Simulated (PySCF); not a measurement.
# Potential energy of BeSb⁻ along the bond

Set-up: Be aug-cc-pVDZ, Sb aug-cc-pVDZ-PP with ECP28; scalar-relativistic core potentials (PySCF 2.14). Energies in eV from Be + Sb⁻ in their ground configurations at the same level. State: ³Π (triplet), unpaired electrons σ ↑, π ↑.

All columns are CAM-B3LYP. A positive dipole points towards Sb; it is taken about the centre of mass and depends on that origin.

| R (Å) | E (eV) | μ (D) | Mulliken charge on Be (basis-dependent) | HOMO (eV) | LUMO (eV) | Mayer bond order | ⟨S²⟩ |
| --- | --- | --- | --- | --- | --- | --- | --- |
| 1.967 | -1.135 | 3.27 | -1.14 | -1.18 | 2.24 | 1.98 | 2.00 |
| 2.058 | -1.497 | 3.21 | -0.99 | -1.28 | 2.29 | 1.90 | 2.00 |
| 2.150 | -1.690 | 3.15 | -0.87 | -1.25 | 2.33 | 1.81 | 2.00 |
| 2.218 | -1.754 | 3.11 | -0.79 | -1.19 | 2.36 | 1.75 | 2.01 |
| 2.287 | -1.765 | 3.08 | -0.71 | -1.14 | 2.38 | 1.68 | 2.01 |
| 2.356 | -1.737 | 3.06 | -0.65 | -1.09 | 2.39 | 1.61 | 2.01 |
| 2.447 | -1.655 | 3.05 | -0.57 | -1.03 | 2.41 | 1.52 | 2.01 |
| 2.561 | -1.509 | 3.08 | -0.49 | -0.98 | 2.43 | 1.38 | 2.02 |
| 2.699 | -1.305 | 3.16 | -0.42 | -0.93 | 2.41 | 1.21 | 2.02 |
| 2.882 | -1.037 | 3.29 | -0.36 | -0.88 | 2.37 | 0.95 | 2.04 |

A fit through these points gives, at Re = 2.269 Å, μ = 3.08 D and dμ/dR = -0.427 D/Å; the reduced mass is 8.387 u.

Problem. How strong is the fundamental in the double-harmonic approximation, I = 42.26·(dμ/dR)²/μred km/mol?

Solution. I = 42.26·(-0.427)²/8.387 = 0.919 km/mol at CAM-B3LYP.

Spin–orbit coupling is left out, which matters for elements this heavy, above all for dissociation energies. For an ion De counts to the pair picked by the measured ionisation energies or electron affinities, which need not be the lowest pair at this level. The state is the lowest determinant that a PBE0 search found; another state may lie lower at other levels.
